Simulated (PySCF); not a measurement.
sulfuric acid (H2O4S), SMILES O=S(=O)(O)O.

Coordinates come from a TPSSh-D3(BJ)/def2-SVP optimisation. One conformer was computed; it need not be the lowest.

These are SMD-ωB97X/6-31G* (PySCF) values and carry that method's errors.

Solvation free energies are E(SMD) − E(gas) at the gas-phase geometry, for 1 M in both phases. In vacuum the dipole moment is 3.17 D.

### Question
Estimate the solvation free energies in water, ethanol, diethylether. (Estimate from the structure and the level; the computed values follow.)

### Answer

```json
[
 {"solvent": "water", "ΔG(solv) (kcal/mol)": "-14.2", "its non-electrostatic (CDS) part": "1.2", "dipole (D)": "4.00"},
 {"solvent": "ethanol", "ΔG(solv) (kcal/mol)": "-11.3", "its non-electrostatic (CDS) part": "3.0", "dipole (D)": "3.93"},
 {"solvent": "diethylether", "ΔG(solv) (kcal/mol)": "-8.3", "its non-electrostatic (CDS) part": "-3.4", "dipole (D)": "3.49"}
]
```
